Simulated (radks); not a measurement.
Results of a calculation; reference values are marked as such.
Problem. The mean radii <r> (bohr) of the occupied orbitals of an atom or ion are listed with their occupations. Code: a radial shooting solver on a logarithmic mesh with Libxc functionals. Model: scalar-relativistic Kohn-Sham, LDA (Slater exchange, VWN5 correlation), spin-unpolarised, spherical densities, finite nucleus; Fermi nuclear charge, rms radius of each element as measured or else 0.836 A^(1/3) + 0.57 fm.

| orbital | occ. | <r> |
|---|---|---|
| 1s | 2 | 0.02668 |
| 2s | 2 | 0.1147 |
| 2p | 6 | 0.1003 |
| 3s | 2 | 0.3069 |
| 3p | 6 | 0.3047 |
| 3d | 10 | 0.2810 |
| 4s | 2 | 0.7165 |
| 4p | 6 | 0.7643 |
| 4d | 10 | 0.8731 |
| 5s | 2 | 1.742 |
| 5p | 3 | 2.004 |

Name the element and its charge.

Solution. Z = 54, xenon, charge +3: Xe3+ in [Kr] 4d10 5s2 5p3. The 1s radius gives Z: for a bare nucleus <r> = (2 gamma + 1)/(2Z) with gamma = sqrt(1 - (Z/c)^2), 0.02628 bohr for Z = 54, and screening makes it slightly larger (0.02668 here). The occupations add up to 51, and the charge is Z minus that.
